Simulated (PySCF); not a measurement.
A calculated (PBE, PySCF 2.14, def2-TZVP, the non-relativistic Hamiltonian (point nucleus)) atom or ion has these occupied shells.

```json
{"shell": "1s α", "electrons": "1", "orbital energy (eV)": "-4836.8", "rms radius, mean of both spins (bohr)": "0.0812"}
{"shell": "1s β", "electrons": "1", "orbital energy (eV)": "-4836.8", "rms radius, mean of both spins (bohr)": "0.0812"}
{"shell": "2s α", "electrons": "1", "orbital energy (eV)": "-531.03", "rms radius, mean of both spins (bohr)": "0.356"}
{"shell": "2s β", "electrons": "1", "orbital energy (eV)": "-530.51", "rms radius, mean of both spins (bohr)": "0.356"}
{"shell": "2p α", "electrons": "3", "orbital energy (eV)": "-443.54", "rms radius, mean of both spins (bohr)": "0.323"}
{"shell": "2p β", "electrons": "3", "orbital energy (eV)": "-443.14", "rms radius, mean of both spins (bohr)": "0.323"}
{"shell": "3s α", "electrons": "1", "orbital energy (eV)": "-62.294", "rms radius, mean of both spins (bohr)": "1.09"}
{"shell": "3s β", "electrons": "1", "orbital energy (eV)": "-60.646", "rms radius, mean of both spins (bohr)": "1.09"}
{"shell": "3p α", "electrons": "3", "orbital energy (eV)": "-39.276", "rms radius, mean of both spins (bohr)": "1.18"}
{"shell": "3p β", "electrons": "3", "orbital energy (eV)": "-37.647", "rms radius, mean of both spins (bohr)": "1.18"}
{"shell": "3d α", "electrons": "2", "orbital energy (eV)": "-5.336", "rms radius, mean of both spins (bohr)": "1.80"}
{"shell": "4s α", "electrons": "1", "orbital energy (eV)": "-4.576", "rms radius, mean of both spins (bohr)": "3.83"}
{"shell": "4s β", "electrons": "1", "orbital energy (eV)": "-4.131", "rms radius, mean of both spins (bohr)": "3.83"}
```

Name the element and its charge.

Ti (titanium, neutral), in [Ar] 3d2 4s2, high-spin 3F determinant.
